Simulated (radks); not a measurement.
Values are calculated unless marked as measured or tabulated.
These are the eigenvalues of the occupied orbitals of an atom or ion with whole-number occupations (eV). Code: a radial shooting solver on a logarithmic mesh with Libxc functionals. Model: scalar-relativistic Kohn-Sham, LDA (Slater exchange, Perdew-Wang correlation), spin-unpolarised, spherical densities, point nucleus.

orbital  eigenvalue
1s        -7044.150
2s        -879.7338
2p        -759.7476
3s        -151.9681
3p        -117.8609
3d         -63.6670

Which element is it, and in what charge state? The configuration may be excited.

Answer. Z = 26, iron, charge +4: Fe4+ in [Ar] 3d4. The list shows which subshells hold electrons but not how many an open one holds; the 1s level, -258.87 hartree, gives Z - s = 22.8 by -(Z - s)^2/2, which with screening and relativity narrows Z to a few neighbours, and the depths of the outer levels then fix element, charge and occupations together.
